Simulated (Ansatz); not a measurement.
Consider the substitution at a C–Si bond: `C[SiH]([SiH3])[NH][AlH2]` + `O[Si@@H](Cl)[Si@@H](O)Cl` → `CO[Si@H](Cl)[Si@H](O)Cl` + `[AlH2][NH][SiH2][SiH3]`.

Computed with Ansatz on PBE0-D4/def2-TZVP structures; ΔE is electronic, products minus reactants. CBS: MP2 limit from def2 TZ/QZ plus the TZ coupled-cluster correction, frozen cores. One conformer a species, not always the lowest.

`C[SiH]([SiH3])[NH][AlH2]`:

```xyz
15

C     1.467    0.382    1.435
Si   -0.039    0.327    0.323
Si    0.293    1.738   -1.525
N    -0.417   -1.279   -0.212
Al   -1.873   -2.257    0.103
H     1.659    1.402    1.777
H     1.318   -0.252    2.313
H     2.359    0.031    0.909
H    -1.232    0.797    1.084
H    -0.939    1.830   -2.358
H     0.683    3.117   -1.116
H     1.383    1.198   -2.389
H     0.282   -1.697   -0.814
H    -2.992   -1.650    1.039
H    -1.952   -3.688   -0.571
```

`O[Si@@H](Cl)[Si@@H](O)Cl`:

```xyz
10

O     1.151   -1.117    1.432
Si   -0.395   -0.904    0.942
Cl   -1.516    0.097    2.356
Si   -0.380    0.459   -0.963
O     0.956    1.381   -0.700
Cl   -0.161   -0.679   -2.669
H     1.738   -0.363    1.336
H    -0.987   -2.248    0.785
H    -1.582    1.297   -1.197
H     1.176    2.076   -1.323
```

`CO[Si@H](Cl)[Si@H](O)Cl`:

Z-matrix (Å, degrees):
```
C
O 1 1.415
H 1 1.090 2 108.1
H 1 1.095 2 111.2 3 119.4
H 1 1.094 2 110.7 3 -119.3
Si 2 1.638 1 124.6 3 -170.8
Si 6 2.341 2 101.4 1 177.3
Cl 6 2.065 2 110.5 1 -64.8
H 6 1.485 2 110.7 1 51.8
O 7 1.636 6 107.8 2 30.0
Cl 7 2.064 6 106.2 2 -89.9
H 7 1.477 6 116.9 2 150.6
H 10 0.961 7 115.9 6 -35.1
```

`[AlH2][NH][SiH2][SiH3]`:

```xyz
12

Al    1.699   -1.393    1.469
N     0.200   -1.059    0.562
Si   -0.716    0.407    0.460
Si   -0.856    1.196   -1.744
H     2.311   -0.226    2.340
H     2.322   -2.842    1.338
H    -0.168   -1.823    0.009
H    -0.025    1.413    1.311
H    -2.104    0.238    0.985
H    -1.712    2.412   -1.832
H    -1.446    0.149   -2.626
H     0.496    1.529   -2.271
```

| species | CCSD(T)/CBS(def2) energy (Eh) |
| --- | --- |
| `C[SiH]([SiH3])[NH][AlH2]` | -919.00261 |
| `O[Si@@H](Cl)[Si@@H](O)Cl` | -1650.67550 |
| `CO[Si@H](Cl)[Si@H](O)Cl` | -1689.91660 |
| `[AlH2][NH][SiH2][SiH3]` | -879.72437 |

Task: Work out ΔE.

Result: ΔE = (-1689.91660) + (-879.72437) − (-919.00261) − (-1650.67550) = 0.03714 Eh = +1.01 eV.

Largest T1 diagnostic among the species: 0.013.

In def2-TZVPP, CCSD(T) changes the Hartree–Fock value by +0.14 eV (the triples alone add +0.01 eV) and MP2 by +0.22 eV.
